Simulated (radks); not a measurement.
Results of a calculation; reference values are marked as such.
Species: Sb I. Configuration: [Kr] 4d10 5s2 5p3 (the NIST ground configuration).

Level of theory: scalar-relativistic Kohn-Sham, OLYP, spin-polarised, spherical densities, point nucleus; open shells are filled with parallel spins first (spin-orbit coupling, left out, can overturn this in heavy ions) (a radial shooting solver on a logarithmic mesh with Libxc functionals).

Energy parts (hartree):
| part | energy |
|---|---|
| total | -6484.03460 |
| kinetic | 6781.75044 |
| electron-nucleus | -15682.12296 |
| Hartree | 2589.17098 |
| exchange-correlation | -172.83305 |

Orbitals (lengths in bohr, moments of r in powers of bohr; <r^-3> diverges for s and p1/2):
| orbital | occ. | eigenvalue (hartree) | <r^-3> |
|---|---|---|---|
| 1s up | 1 | -1113.602 | - |
| 1s down | 1 | -1113.600 | - |
| 2s up | 1 | -169.5929 | - |
| 2s down | 1 | -169.5919 | - |
| 2p up | 3 | -152.2744 | 5036 |
| 2p down | 3 | -152.2723 | 5036 |
| 3s up | 1 | -33.26340 | - |
| 3s down | 1 | -33.26143 | - |
| 3p up | 3 | -27.61767 | 944.1 |
| 3p down | 3 | -27.61536 | 944.1 |
| 3d up | 5 | -19.01403 | 130.2 |
| 3d down | 5 | -19.01186 | 130.2 |
| 4s up | 1 | -5.47095 | - |
| 4s down | 1 | -5.46778 | - |
| 4p up | 3 | -3.74149 | 174.9 |
| 4p down | 3 | -3.73885 | 174.7 |
| 4d up | 5 | -1.23181 | 17.00 |
| 4d down | 5 | -1.22455 | 17.15 |
| 5s up | 1 | -0.48677 | - |
| 5s down | 1 | -0.40751 | - |
| 5p up | 3 | -0.19300 | 12.53 |
| 5p down | 0 | -0.12125 | 10.65 |

The highest occupied level is 5p up at -5.252 eV. Summed over all electrons, <r^2> = 60.76 bohr^2, which gives a Langevin (diamagnetic) susceptibility term of -48.1 x 10^-6 cm^3/mol. The density falls to 0.001 e/bohr^3 at r = 4.63 bohr.
